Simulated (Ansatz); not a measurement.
Isomers of C2H5AlGe, relaxed with PBE0-D4/def2-TZVP in Ansatz; electronic energies, one conformer each and not always the lowest. Functionals use def2-TZVPP; CBS adds triple-zeta CCSD(T) − MP2 to the MP2 limit of def2-TZVPP and def2-QZVPP.

Outer-core shells of Ge are correlated without core-valence functions. Scalar relativity is left out up to krypton. Spin–orbit coupling is left out.

Question: Order them by energy at frozen-core CCSD(T)/CBS, lowest first. (An estimate is asked.)
A. `C#[C][AlH][GeH3]`
B. `[GeH3][Al]1[CH]=[CH]1`
C. `[CH]1=[CH][GeH2][AlH]1`

Answer: C (0.0 kcal/mol), A (8.7 kcal/mol), B (17.3 kcal/mol).

Question: How do ωB97M-V, B2PLYP, B3LYP, PBE0-D4 place them (kcal/mol, against `[CH]1=[CH][GeH2][AlH]1`)? (Best estimate.)

Answer: Computed: 
```tsv
isomer	ωB97M-V	B2PLYP	B3LYP	PBE0-D4
`[GeH3][Al]1[CH]=[CH]1`	16.7	16.2	15.2	16.8
`C#[C][AlH][GeH3]`	10.2	6.9	6.6	14.2
```

B3LYP here is the variant with VWN-RPA as its local correlation; programs differ in this.
